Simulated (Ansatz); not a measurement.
Gas-phase electronic energies from Ansatz, PBE0-D4/def2-TZVP geometries. CBS: MP2 limit from def2 TZ/QZ plus the TZ coupled-cluster correction, frozen cores. This one scheme is used for every species. def2 core potentials past Kr. For In outer-core shells are correlated without core-valence functions, which leaves a few kJ/mol of doubt a bond. One conformer a species, not always the lowest.

`[OH][In]([F])[O][SiH3]` + H–F → `[OH][In]([F])[F]` + `O[SiH3]`  (ligand exchange at the In–O bond)

`[OH][In]([F])[O][SiH3]`:

Z-matrix (Å, degrees):
```
Si
O 1 1.639
H 1 1.486 2 107.9
H 1 1.489 2 111.2 3 -119.6
H 1 1.489 2 111.2 3 119.7
In 2 1.946 1 135.9 3 -179.6
F 6 1.946 2 116.6 1 -0.3
O 6 1.955 2 125.4 1 179.8
H 8 0.962 6 111.1 2 180.0
```

H–F:

Z-matrix (Å, degrees):
```
F
H 1 0.920
```

`[OH][In]([F])[F]`:

```xyz
5

O     1.148    0.804    0.605
In   -0.225   -0.419   -0.058
F    -0.259   -2.296    0.353
F    -1.660    0.210   -1.194
H     0.997    1.701    0.293
```

`O[SiH3]`:

Cartesian coordinates in Å:
```
O -0.953 -0.562 -0.647
Si 0.196 0.108 0.326
H -0.852 -0.462 -1.593
H 1.544 -0.465 0.060
H -0.217 -0.201 1.714
H 0.281 1.583 0.140
```

| species | CCSD(T)/def2-SVP energy (Eh) |
| --- | --- |
| `[OH][In]([F])[O][SiH3]` | -730.21505 |
| H–F | -100.13914 |
| `[OH][In]([F])[F]` | -464.02680 |
| `O[SiH3]` | -366.33040 |

Work out ΔE.

ΔE = (-464.02680) + (-366.33040) − (-730.21505) − (-100.13914) = -0.00301 Eh = -7.9 kJ/mol. CCSD(T)/CBS gives -1.1 kJ/mol.

What do rigid-rotor, harmonic-oscillator terms from PBE0-D4/def2-TZVP frequencies (298.15 K, 1 bar) make of the CCSD(T)/CBS value? (Best estimate.)

Ansatz gave: ΔZPE = +4.2 kJ/mol, ΔH = -0.6 kJ/mol, ΔS = 10 J/(mol·K), ΔG = -3.4 kJ/mol. Modes under 50 cm⁻¹ make the entropy rough.

Largest T1 diagnostic among the species: 0.018.

In def2-TZVPP, CCSD(T) changes the Hartree–Fock value by +12.9 kJ/mol (the triples alone add +1.2 kJ/mol) and MP2 by +16.2 kJ/mol. From PBE to PBE0 (25 % exact exchange), in def2-TZVPP and without D4, ΔE moves by +5.2 kJ/mol. Leaving LDA and LC-ωPBE aside and taking each functional with its dispersion term where it has one, the values, not all of them listed here, spread over 12.3 kJ/mol, from B97M-V to PBE-QIDH. LDA lies +8.1 kJ/mol from PBE without D4.
